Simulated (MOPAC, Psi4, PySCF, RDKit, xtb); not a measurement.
Two geometries of SMILES O[SiH2][SeH], relaxed at B3LYP-D3(BJ)/def2-SVP with one dihedral held; other torsions can differ between them too.

Structure A

```
7

O      1.2945     0.8243    -0.5247
Si     0.3092    -0.4638    -0.1474
Se    -1.9284     0.0773    -0.2430
H      0.9602     1.7037    -0.3117
H      0.5500    -1.5093    -1.1698
H      0.5791    -0.9824     1.2217
H     -1.9738     0.4552     1.1828
```

Structure B

```
7

O     -0.8010    -1.0789     1.6144
Si    -0.1251    -0.3371     0.2837
Se     2.1195    -0.7554     0.1776
H     -1.5697    -0.6569     2.0165
H     -0.2392     1.1468     0.3795
H     -0.7621    -0.8282    -0.9689
H      1.9208    -2.1385    -0.2983
```

### Question
Which is lower in energy at the level DF-MP2 (frozen core)/cc-pVTZ // B3LYP-D3(BJ)/def2-SVP (Psi4), and by how much?

### Answer
A is lower, by 1.36 kcal/mol (dihedral H4–O1–Si2–Se3: 30° in A, 150° in B).

E(B) − E(A) in kcal/mol at the other levels, on the same two geometries: B3LYP/def2-TZVP // B3LYP-D3(BJ)/def2-SVP (Psi4) 1.39; B3LYP-D3(BJ)/def2-TZVP // B3LYP-D3(BJ)/def2-SVP (Psi4) 1.51; PBE/def2-TZVP // B3LYP-D3(BJ)/def2-SVP (Psi4) 1.51; PBE-D3(BJ)/def2-TZVP // B3LYP-D3(BJ)/def2-SVP (Psi4) 1.58; r2SCAN/def2-TZVP // B3LYP-D3(BJ)/def2-SVP (Psi4) 1.46; HF/cc-pVTZ // B3LYP-D3(BJ)/def2-SVP (Psi4) 1.18; UFF // B3LYP-D3(BJ)/def2-SVP (RDKit) -0.17; PM7, restricted, heats of formation // B3LYP-D3(BJ)/def2-SVP (MOPAC) -1.91; AM1, restricted, heats of formation // B3LYP-D3(BJ)/def2-SVP (MOPAC) 1.50; GFN1-xTB // B3LYP-D3(BJ)/def2-SVP (xtb) -1.51; restricted B3LYP/6-31G*, spherical d // B3LYP-D3(BJ)/def2-SVP (PySCF) 1.58; restricted Hartree-Fock/STO-3G // B3LYP-D3(BJ)/def2-SVP (PySCF) 1.70; restricted M06-2X/6-31G*, spherical d // B3LYP-D3(BJ)/def2-SVP (PySCF) 1.60; restricted BP86/6-31G*, spherical d // B3LYP-D3(BJ)/def2-SVP (PySCF) 1.66.
